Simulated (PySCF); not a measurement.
Computed shifts of a molecule C3H6F2Si, PBE0/pcSseg-1 (PySCF), GIAO, gas phase, atoms alike by connectivity averaged where their shifts nearly agree, in ppm (number of nuclei): ¹⁹F: -227.3 (1), -240.6 (1). ¹³C: 78.3 (2), 13.0 (1). ²⁹Si: -68.0 (1). ¹H: 5.04 (1), 4.72 (1), 4.25 (3), 0.93 (1). References: ¹⁹F against CFCl3 (σ = 167.2 ppm); ¹³C against TMS (σ = 186.3 ppm); ²⁹Si against TMS (σ = 352.7 ppm); ¹H against TMS (σ = 31.56 ppm), references at their B3LYP-D3(BJ)/def2-TZVP geometries, non-relativistic. Coordinates come from a B3LYP-D3(BJ)/def2-SVP optimisation. One conformer was computed; it need not be the lowest.

Task: Identify the compound among the candidates.
A. C=C[Si@@H](F)CF
B. F[C@@H]1C([SiH3])[C@H]1F
C. CC([SiH3])=C(F)F
D. C=C[C@@H](F)[SiH2]F

Result: B, F[C@@H]1C([SiH3])[C@H]1F
